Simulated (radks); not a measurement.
Results of a calculation; reference values are marked as such.
Zr2.25+, 37.75 electrons, occupied as [Kr] 4d0.25 5s1.5 (fractional occupations, a model configuration). Code: a radial shooting solver on a logarithmic mesh with Libxc functionals. Model: Dirac Kohn-Sham, PBEsol, spin-unpolarised, spherical densities, point nucleus; open shells are shared between the two j in proportion to 2j + 1.

Normalised radial functions P(r) = r R(r) (large component), r in bohr:

r           4s1/2    4p3/2
0.001447   0.0423   0.0006
0.001914   0.0543   0.0010
0.002533   0.0691   0.0018
0.003378   0.0878   0.0031
0.004469   0.1095   0.0053
0.005961   0.1351   0.0090
0.007887   0.1620   0.0151
0.01044    0.1881   0.0250
0.01392    0.2092   0.0412
0.01842    0.2160   0.0654
0.02456    0.1977   0.1021
0.0325     0.1428   0.1511
0.043      0.0426   0.2115
0.05735   -0.1032   0.2758
0.07589   -0.2559   0.3179
0.1012    -0.3566   0.3022
0.1339    -0.3148   0.1899
0.1772    -0.0859  -0.0304
0.2363     0.2775  -0.3104
0.3127     0.5433  -0.4939
0.4171     0.4682  -0.4233
0.5518    -0.0056  -0.0517
0.7301    -0.6324   0.4751
0.9738    -1.0320   0.8929
1.288     -0.9689   0.9607
1.719     -0.5915   0.7021
2.274     -0.2395   0.3588
3.009     -0.0604   0.1233
4.013     -0.0078   0.0243
5.309     -0.0005   0.0026
7.081     0.0000   0.0001
9.37      0.0000   0.0000

4s1/2: eigenvalue -77.440 eV, 3 radial nodes at r = 0.0471, 0.191, 0.550 bohr, <r> = 1.20 bohr, 90 % of the charge inside 1.74 bohr. 4p3/2: eigenvalue -54.372 eV, 2 radial nodes at r = 0.171, 0.568 bohr, <r> = 1.34 bohr, 90 % of the charge inside 1.99 bohr.
